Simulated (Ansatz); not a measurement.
H3AlN, SMILES `[NH2][AlH-]` (lower singlet) (charge -1, multiplicity 1). This singlet lies 1.12 eV below the relaxed triplet at the level frozen-core CCSD(T)/aug-cc-pVTZ // B3LYP-D3(BJ)/def2-TZVPD (Ansatz, a quantum-chemistry and plane-wave program).

Computed with Ansatz with PBE0/aug-cc-pVTZ // B3LYP-D3(BJ)/def2-TZVPD.

Ansatz 0.2 input:
```yaml
crystal:
  periodic: [false, false, false]
  atoms:
    - { symbol: N, position_ang: [-0.631972, -0.091315, -0.016253] }
    - { symbol: Al, position_ang: [1.054488, -0.746738, 0.410592] }
    - { symbol: H, position_ang: [-1.486173, -0.610778, 0.12981] }
    - { symbol: H, position_ang: [-0.846336, 0.812496, -0.420205] }
    - { symbol: H, position_ang: [1.909993, 0.636335, -0.103944] }
basis:
  gaussian: { orbitals: aug-cc-pVTZ }
hamiltonian:
  xc: pbe0
total_charge: -1
```

Output:

```
Functional definition: PBE0
752 factors; their error is unknown
mean field evaluation 1: about -8130.8259 eV, gradient 2.2e1 eV
mean field evaluation 2: about -8129.6564 eV, gradient 3.3e1 eV
mean field evaluation 4: about -8132.1471 eV, gradient 7.6e-1 eV
mean field evaluation 8: about -8132.1594 eV, gradient 1.8e-2 eV
mean field -8132.15937766 eV, -298.8513449534 hartree, gradient 2.6e-5 eV, S^2 0.000000; 0 other end points of the search recorded, 0 dependent functions left out
reference -8132.15942007 eV, -298.8513465121 hartree; 12, 12 occupied and 153, 153 virtual orbitals, 752 factors
Total energy: -8132.15942007 eV, -298.8513465121 hartree
```
